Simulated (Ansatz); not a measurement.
Gas-phase electronic energies from Ansatz, PBE0-D4/def2-TZVP geometries. CCSD(T)/CBS is the MP2 limit (def2-TZVPP, def2-QZVPP) plus CCSD(T) − MP2 in def2-TZVPP, frozen cores. Functionals use def2-TZVPP. HSE06 is defined as in plane-wave codes. For Br, Ga outer-core shells are correlated without core-valence functions, which leaves a few kJ/mol of doubt a bond. Scalar relativity is left out up to krypton. Each species was taken in one conformer, which may not be the lowest.

Consider the redistribution: `[NH2][GaH][Br]` + `BB(O)Br` → `[Br][GaH][Br]` + `BB(N)O`.

`[NH2][GaH][Br]`:

```xyz
6

N     0.343    0.123   -0.963
Ga   -0.179    0.141    0.760
Br   -1.152   -1.816    1.455
H     0.786    0.897   -1.426
H     0.218   -0.673   -1.564
H    -0.016    1.329    1.738
```

`BB(O)Br`:

Cartesian coordinates in Å:
```
B -0.341 1.027 0.618
B 0.169 -0.319 -0.209
O 1.357 -0.670 -0.714
Br -1.380 -1.519 -0.397
H -0.343 1.052 1.814
H -0.829 1.956 0.043
H 1.366 -1.527 -1.154
```

`[Br][GaH][Br]`:

```xyz
4

Br   -0.750    1.800   -0.946
Ga   -0.140   -0.116    0.116
Br    2.035   -0.737   -0.122
H    -1.144   -0.947    0.952
```

`BB(N)O`:

```xyz
9

B     0.369    0.954   -0.973
B    -0.035   -0.058    0.339
N    -0.347   -1.410    0.121
O    -0.110    0.382    1.645
H     1.008    0.571   -1.914
H     0.021    2.103   -1.019
H    -0.253   -1.853   -0.774
H    -0.679   -2.016    0.853
H     0.025    1.327    1.723
```

| level | ΔE (kJ/mol) | difference from CCSD(T)/CBS |
| --- | --- | --- |
| LDA (SPW92) | -82.5 | 0.1 |
| PBE-D4 | -84.0 | -1.4 |
| HSE06-D4 | -90.1 | -7.5 |
| ωB97X-V | -88.9 | -6.3 |
| ωB97M-V | -90.2 | -7.6 |
| LC-ωPBE | -88.9 | -6.3 |
| RPA@PBE/def2-TZVPP | -83.7 | -1.1 |
| HF/def2-SVP | -107.0 | -24.4 |
| MP2/def2-SVP | -88.6 | -6.0 |
| CCSD/CBS(def2) | -85.6 | -3.0 |
| CCSD(T)/CBS | -82.6 | 0 |

(1) What do rigid-rotor, harmonic-oscillator terms from PBE0-D4/def2-TZVP frequencies (298.15 K, 1 bar) make of the CCSD(T)/CBS value? (An estimate is asked.)

Largest T1 diagnostic among the species: 0.013.

Results:

(1) Ansatz gave: ΔZPE = +4.8 kJ/mol, ΔH = -78.3 kJ/mol, ΔS = -8 J/(mol·K), ΔG = -75.8 kJ/mol.

At CCSD(T), def2-SVP lies −8.8 kJ/mol from the extrapolated value and def2-TZVPP −2.5 kJ/mol. From PBE to PBE0 (25 % exact exchange), in def2-TZVPP and without D4, ΔE moves by −5.8 kJ/mol.
